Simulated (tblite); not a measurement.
Species: C4H9N2P.
Structure used (GFN2-xTB), in Å, numbered top down from 1:
```xyz
16
C4H9N2P angstrom
C     -1.4733   -1.3828    0.2625
P     -1.3332    0.1594   -0.7522
N     -1.3618    1.2651    0.5790
C      0.5154    0.1957   -1.0266
C      1.3630    0.0661    0.2412
C      2.7365    0.3725   -0.0523
N      3.8223    0.6204   -0.3128
H     -2.5275   -1.5863    0.4460
H     -0.9615   -1.2668    1.2157
H     -1.0590   -2.2186   -0.2975
H     -2.2539    1.2014    1.0606
H     -1.2746    2.2206    0.2421
H      0.7554   -0.5995   -1.7374
H      0.7360    1.1467   -1.5226
H      1.3120   -0.9486    0.6430
H      0.9968    0.7636    0.9999
```

Method: GFN2-xTB as coded in tblite; computed harmonic values from a numerical Hessian at the method's own geometry, unscaled. The method is semi-empirical: single wavenumbers can be off by several per cent or more. One conformer, not necessarily the lowest.

Harmonic wavenumbers (cm⁻¹): 48.7, 95.1, 135.5, 178.0, 211.2, 217.6, 256.3, 295.1, 385.2, 391.0, 496.7, 694.4, 706.6, 745.7, 769.4, 838.5, 852.2, 882.7, 925.8, 965.5, 995.0, 1052.8, 1089.0, 1203.4, 1226.7, 1295.5, 1309.4, 1423.3, 1441.8, 1451.2, 1462.0, 1491.7, 2407.8, 2940.7, 2958.6, 2967.7, 2973.2, 3002.8, 3006.5, 3021.4, 3359.5, 3382.7.

A = 4742, B = 1040, C = 993.2 MHz; mass 116.050 u (most abundant isotopes); point group C1, symmetry number 1.

Task: What is the zero-point energy?

Result: Half the sum of the wavenumbers: 27777 cm⁻¹ = 79.42 kcal/mol.

Task: What is S at 298.15 K and 1 bar for an ideal gas of classical rigid rotors and harmonic oscillators?

Result: Translation 40.19, rotation 28.57, vibration 25.73: S = 94.5 cal/(mol K).

Task: And Cp and H(298.15 K) − H(0)?

Result: Cp = 34.78 cal/(mol K), of which vibrations give 26.83 (their classical limit is 42 R = 83.5); H(298.15 K) − H(0) = 6.49 kcal/mol without the zero-point energy, 4.12 from vibrations.

Task: Blend soft modes into free rotors: weight 1/[1 + (100 cm⁻¹/ν̃)⁴] for the oscillator and the rest for a rotor with moment μB/(μ + B), μ = h/(8π²ν), B = 10⁻⁴⁴ kg m². What vibrational entropy results?

Result: 24.09 cal/(mol K) in place of 25.73, which changes −T·S at 298.15 K by +0.49 kcal/mol.

Task: What must be added to the electronic energy to get the Gibbs energy at 298.15 K and 1 bar?

Result: ZPE + [H(298.15 K) − H(0)] − T·S = 79.42 + 6.49 − 28.17 = 57.74 kcal/mol.

Task: How do the functions run with temperature in this model?

Result: 
```tsv
T (K)	S (cal/(mol K))	Cp (cal/(mol K))	H − H(0) (kcal/mol)	G − H(0) (kcal/mol)	ln q(vib)
100	67.1	17.9	1.23	-5.48	1.36
200	82.3	26.6	3.47	-12.99	3.69
300	94.7	34.9	6.55	-21.86	6.04
500	116.1	49.1	15.04	-43.00	10.61
800	142.4	62.6	31.97	-81.91	16.98
1000	157.0	68.6	45.12	-111.88	20.86
```

q(vib) and H(0) count from the zero-point level.

Task: Which modes carry the vibrational entropy at 298.15 K?

Result: 48.7 cm⁻¹: 4.87; 95.1 cm⁻¹: 3.55; 135.5 cm⁻¹: 2.87; 178.0 cm⁻¹: 2.35; 211.2 cm⁻¹: 2.03; 217.6 cm⁻¹: 1.98 cal/(mol K); the other 36 give 8.08 together.

Hindered rotation and anharmonicity are outside this model. Other conformers, if any are populated, would add a mixing term that is left out. The structure is chiral; the term R ln 2 for an equal mix with its mirror image is left out.
